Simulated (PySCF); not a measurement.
SMILES N#Cc1ccc([SeH])s1 (C₅H₃NSSe), GFN2-xTB optimised geometry.

```
11

N     -2.26    -3.25     0.00
C     -1.57    -2.34     0.00
C     -0.71    -1.24     0.00
C      0.66    -1.24     0.00
C      1.21     0.05     0.00
C      0.25     1.03     0.00
Se     0.57     2.90     0.00
S     -1.35     0.38     0.00
H      1.24    -2.14     0.00
H      2.26     0.26     0.00
H     -0.83     3.25     0.01
```

Density from PBE/def2-TZVP (PySCF) at that geometry.

Minimum of the electron density along straight lines between bonded atoms, close to the bond critical point (lines longer than 1.1 times the sum of covalent radii, or with two minima, are not listed):

```json
[
 {"bond": "N1–C2", "length / Å": "1.148", "ρ at the minimum / e bohr⁻³": "0.497", "∇²ρ there / e bohr⁻⁵": "-0.22", "position (fraction from the first atom)": "0.65"},
 {"bond": "C2–C3", "length / Å": "1.395", "ρ at the minimum / e bohr⁻³": "0.301", "∇²ρ there / e bohr⁻⁵": "-0.85", "position (fraction from the first atom)": "0.52"},
 {"bond": "C3–C4", "length / Å": "1.372", "ρ at the minimum / e bohr⁻³": "0.321", "∇²ρ there / e bohr⁻⁵": "-0.90", "position (fraction from the first atom)": "0.52"},
 {"bond": "C4–C5", "length / Å": "1.401", "ρ at the minimum / e bohr⁻³": "0.306", "∇²ρ there / e bohr⁻⁵": "-0.85", "position (fraction from the first atom)": "0.50"},
 {"bond": "C5–C6", "length / Å": "1.370", "ρ at the minimum / e bohr⁻³": "0.322", "∇²ρ there / e bohr⁻⁵": "-0.90", "position (fraction from the first atom)": "0.48"},
 {"bond": "C6–Se7", "length / Å": "1.893", "ρ at the minimum / e bohr⁻³": "[?]", "∇²ρ there / e bohr⁻⁵": "[?]", "position (fraction from the first atom)": "0.50"},
 {"bond": "C3–S8", "length / Å": "1.742", "ρ at the minimum / e bohr⁻³": "0.205", "∇²ρ there / e bohr⁻⁵": "-0.38", "position (fraction from the first atom)": "0.48"},
 {"bond": "C6–S8", "length / Å": "1.730", "ρ at the minimum / e bohr⁻³": "0.209", "∇²ρ there / e bohr⁻⁵": "-0.40", "position (fraction from the first atom)": "0.49"},
 {"bond": "C4–H9", "length / Å": "1.075", "ρ at the minimum / e bohr⁻³": "0.288", "∇²ρ there / e bohr⁻⁵": "-1.03", "position (fraction from the first atom)": "0.65"},
 {"bond": "C5–H10", "length / Å": "1.076", "ρ at the minimum / e bohr⁻³": "0.286", "∇²ρ there / e bohr⁻⁵": "-1.01", "position (fraction from the first atom)": "0.65"},
 {"bond": "Se7–H11", "length / Å": "1.447", "ρ at the minimum / e bohr⁻³": "0.184", "∇²ρ there / e bohr⁻⁵": "[?]", "position (fraction from the first atom)": "0.63"}
]
```

### Question
Some entries are withheld; supply them.

### Answer

- C6–Se7, ρ at the minimum / e bohr⁻³: 0.161
- C6–Se7, ∇²ρ there / e bohr⁻⁵: -0.15
- Se7–H11, ∇²ρ there / e bohr⁻⁵: -0.34
